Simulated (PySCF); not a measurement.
## Static response to an electric field

Species: [Au(NH3)2]+ (charge +1 and singlet state).
Geometry (PBE0-D3(BJ)/def2-SVP, Å), atoms numbered from 1 in this order:
```
atom  x, y, z in Å
Au1    0.000    0.000    0.000
N2    -0.007   -0.014    2.065
H3    -0.424    0.837    2.453
H4     0.939   -0.082    2.451
H5    -0.538   -0.804    2.442
N6     0.007    0.014   -2.065
H7    -0.941    0.019   -2.451
H8     0.480   -0.807   -2.453
H9     0.485    0.837   -2.442
```

Level: B3LYP/def2-SVPD (PySCF), static field, nuclei fixed, core orbitals frozen in the response. The polarisability tensor in these axes (au):

```
x   38.71  0.00 -0.06
y    0.00 38.71 -0.13
z   -0.06 -0.13 57.74
```

Diagonalise the tensor; give its mean and Δα, where Δα² is half the sum of the squared differences of the eigenvalues.

Principal values 38.71, 38.71 and 57.74 au; mean 45.05 au = 6.68 Å³ = 7.43 × 10⁻⁴⁰ C²·m²/J; Δα = 19.03 au (42 % of the mean).

Form Σ f/ω² (atomic units) for the 10 lowest TDDFT singlets, given as eV and f, and set it beside the mean polarisability, which is this sum over all singlets: 6.14, 0.0000; 6.51, 0.0000; 6.51, 0.0000; 6.88, 0.0000; 6.88, 0.0000; 7.21, 0.0066; 7.25, 0.1094; 7.25, 0.1093; 7.66, 0.0000; 7.66, 0.0000.

They add up to 3.18 au, 7.0 % of the 45.05 au; the largest single term is 1.54 au, from the state at 7.25 eV. Terms in order: 0.00, 0.00, 0.00, 0.00, 0.00, 0.09, 1.54, 1.54, 0.00, 0.00 au. Higher excitations give the rest. The strengths listed sum to 0.225.

Rayleigh depolarisation ratio (linearly polarised light, static tensor)?

ρ = 3Δα²/(45ᾱ² + 4Δα²) = 1086.9/(91334 + 1449.2) = 0.0117.

Geometry: PBE0-D3(BJ)/def2-SVP; no solvent, vibrations or thermal averaging. Atoms past krypton carry effective core potentials; spin–orbit coupling is left out.

The run behind these numbers computed excited states as well. The run took 7.1 s wall on one thread of an x86-64 server, on a shared host.
